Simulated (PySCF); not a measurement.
# A small calculation by hand: chemical shift, span and skew from a shielding tensor

Cl3H2NTi, SMILES [NH2][Ti]([Cl])([Cl])[Cl], multiplicity 1. Atoms are numbered in the order given.

```xyz
7

Ti     0.1907     0.0283     0.0000
Cl    -0.4939     0.9849    -1.8308
Cl    -0.4939     0.9849     1.8308
Cl    -0.3887    -2.0801     0.0000
N      2.0071     0.1368     0.0000
H      2.5781     0.1467    -0.8434
H      2.5781     0.1467     0.8434
```

Geometry: PBE0-D3(BJ)/def2-SVP. The spin state was assumed, not searched. The isomer is the one that the SMILES or the coordinates give; other isomers of the formula were not compared. One conformer was computed; it need not be the lowest.

GIAO shieldings from PBE0/pcSseg-1 (PySCF), non-relativistic, no solvent. The symmetric part of the tensor of N5 has the principal values -434.4, 121.5, 224.9 ppm. The same nucleus in NH3 has σ = 267.4 ppm at this level (PySCF, at its B3LYP-D3(BJ)/def2-TZVP geometry). Without spin–orbit terms, shifts of atoms bonded to Cl or Br come out too high.

Problem. Work out the isotropic shielding, the ¹⁵N shift against NH3, the span and the skew.

Solution. 
σ(iso) = (σ11 + σ22 + σ33)/3 = -29.3 ppm. δ = σ(ref) − σ(iso) = 267.4 − (-29.3) = 296.7 ppm.
Span Ω = σ33 − σ11 = 659.3 ppm. Skew κ = 3(σ(iso) − σ22)/Ω = -0.69. Tumbling in solution averages the tensor to δ; in a static solid the shielding alone would spread this spin-1/2 line over Ω.
